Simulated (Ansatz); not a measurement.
Reading a saddle point

A first-order saddle point of Si2NH6ClF2, closed shell, PBE0-D4/def2-TZVP, with one imaginary mode of 1216i cm⁻¹:

```
atom    x (Å)    y (Å)    z (Å)
 Si1  -0.9183   0.4130  -0.7677
 Si2   0.3624  -1.0445   1.4315
  F3  -1.5386   1.1893  -2.0237
  F4  -1.2693  -1.0709  -1.1855
 Cl5  -1.8339   1.4057   0.7445
  H6   0.9537   0.1958  -0.0121
  N7   0.8287   0.8511  -1.0250
  H8   0.8134  -0.3307   2.6699
  H9   1.2802  -2.2201   1.2706
 H10  -0.9703  -1.6297   1.7707
 H11   1.2460   0.3951  -1.8333
 H12   1.0460   1.8459  -1.0402
```

Ansatz 0.2.0; basis: def2-TZVPP and def2-QZVPP; cores frozen in the correlated methods. Extrapolation: Hartree–Fock as exp(−7.88 √X), correlation as X^−2.97.

(1) Which contacts change along the imaginary mode, and what lies on either side? (Judge from chemistry; the calculation decides.)

(2) Which side is lower, and how far does the saddle lie above each? (To be estimated.)

No T1 diagnostic of these runs exceeds 0.012.

Answers

(1) By the calculation: The step is Si₂H₃ClF₂ ([F][Si]([F])([SiH3])[Cl]) + NH₃ → SiNH₂ClF₂ ([NH2][Si]([F])([F])[Cl]) + SiH₄, with the molecules in contact on both sides. Shortening one way: Si1–N7, Si2–H6; lengthening the same way: Si1–Si2, H6–N7.
```
   pair  one side (Å)  saddle (Å)  other side (Å)
 Si1–N7          2.96        1.82            1.67
 Si2–H6          3.23        1.99            1.48
Si1–Si2          2.32        2.93            4.29
  H6–N7          1.01        1.21            3.29
```

(2) Computed: The side with Si1–N7, Si2–H6 short is lower by 13.99 kcal/mol; the saddle lies 62.10 kcal/mol above it and 48.11 kcal/mol above the other (CCSD(T) at an estimated basis limit (MP2 extrapolated from triple and quadruple zeta, plus CCSD(T) − MP2 in triple zeta); electronic energies).

Labels in which every atom is bracketed show which atoms are joined, not bond orders.

For scale, one of the runs: CCSD(T)/def2-TZVPP, 303 basis functions, launched by `ansatz run in.yaml --threads 5 --pin off --events-out ev --progress --plain --max-ram 66560MiB --backend cuda --devices 0, --max-vram 37GiB`. Time: 19 s of wall clock on 5 CPU threads of an AMD EPYC 7R13 and a share of one NVIDIA H100; the host was shared. Peak host memory: 0.83 GiB.
